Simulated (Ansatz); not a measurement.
Consider the formal exchange of groups at a C–Al bond: `B[CH2][Al]([OH])[Cl]` + acetylene → `BCC#C` + `[OH][AlH][Cl]`.

Isolated molecules relaxed with PBE0-D4/def2-TZVP in Ansatz; ΔE leaves out vibrations. CCSD(T)/CBS adds triple-zeta CCSD(T) − MP2 to the extrapolated MP2 energy (def2 sets, frozen cores). This one scheme is used for every species. DFT in def2-TZVPP. Each species was taken in one conformer, which may not be the lowest.

| level | ΔE (kJ/mol) | difference from CCSD(T)/CBS |
| --- | --- | --- |
| LDA (SPW92) | 57.1 | -7.1 |
| B97M-V | 52.8 | -11.4 |
| r2SCANh-D4 | 63.0 | -1.2 |
| r2SCAN0-D4 | 61.2 | -3.0 |
| BLYP | 55.8 | -8.4 |
| LC-ωPBE | 55.4 | -8.8 |
| CCSD/def2-SVP | 55.1 | -9.1 |
| CCSD/def2-TZVPP | 60.6 | -3.6 |
| CCSD(T)/def2-TZVPP | 64.3 | 0.1 |
| CCSD/CBS(def2) | 60.5 | -3.7 |
| CCSD(T)/CBS | 64.2 | 0 |

Largest T1 diagnostic among the species: 0.013.

From r2SCAN to r2SCAN0 (25 % exact exchange), in def2-TZVPP and without D4, ΔE moves by −3.2 kJ/mol. In def2-TZVPP, CCSD(T) changes the Hartree–Fock value by +24.1 kJ/mol (the triples alone add +3.7 kJ/mol) and MP2 by +24.4 kJ/mol. Leaving LDA and LC-ωPBE aside and taking each functional with its dispersion term where it has one, the values, not all of them listed here, spread over 11.3 kJ/mol, from B97M-V to r2SCAN-D4.

CCSD(T)/CBS has its own doubt, a few kJ/mol and more with outer-core shells, so smaller differences from it don't rank the levels.
